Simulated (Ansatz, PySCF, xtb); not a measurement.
Reaction R1 + R2 → P1, each structure at its B3LYP-D3(BJ)/def2-TZVP stationary point, reached from a drawn start (curvature not checked).
R1: C2H4 (SMILES C=C), charge 0, multiplicity 1.
R2: SiH2 (SMILES [SiH2]), charge 0, multiplicity 1.
P1: C2H6Si (SMILES C1C[SiH2]1), charge 0, multiplicity 1.

```
level                                  reaction energy (kJ/mol)  minus CCSD(T)/CBS(cc-pV(T+d)Z, cc-pV(Q+d)Z)
-------------------------------------  ------------------------  -------------------------------------------
GFN2-xTB                                                 -165.4                                         39.2
PBE/def2-TZVPP                                           -215.3                                        -10.6
BLYP-D3(BJ)/def2-TZVPP                                   -177.1                                         27.6
revPBE-D3(BJ)/def2-TZVPP                                 -209.4                                         -4.7
revPBE-D4/def2-TZVPP                                     -212.7                                         -8.0
B97M-V/def2-TZVPP                                        -208.0                                         -3.3
B3LYP-D3(BJ)/def2-TZVPP                                  -191.3                                         13.4
B3LYP-D4/def2-TZVPP                                      -190.3                                         14.4
CAM-B3LYP-D4/def2-TZVPP                                  -202.5                                          2.2
wB97X-V/def2-TZVPP                                       -220.9                                        -16.3
MP2/cc-pV(T+d)Z                                          -223.0                                        -18.4
SCS-MP2/cc-pV(D+d)Z                                      -182.6                                         22.1
SCS-MP2/cc-pV(Q+d)Z                                      -205.9                                         -1.3
CCSD(T)/CBS(cc-pV(T+d)Z, cc-pV(Q+d)Z)                    -204.7                                          0.0
```

 The comparison column counts from a level with limits of its own.

P less R. No zero-point or thermal terms.

Cores are frozen in the correlated methods. CBS: X⁻³ extrapolation of the correlation energy, Hartree–Fock from the larger set.

The values were computed with Ansatz (a program for electronic structure); PySCF for the D3/D4 terms; xtb for the GFN methods. All values are computed, each at the level named.
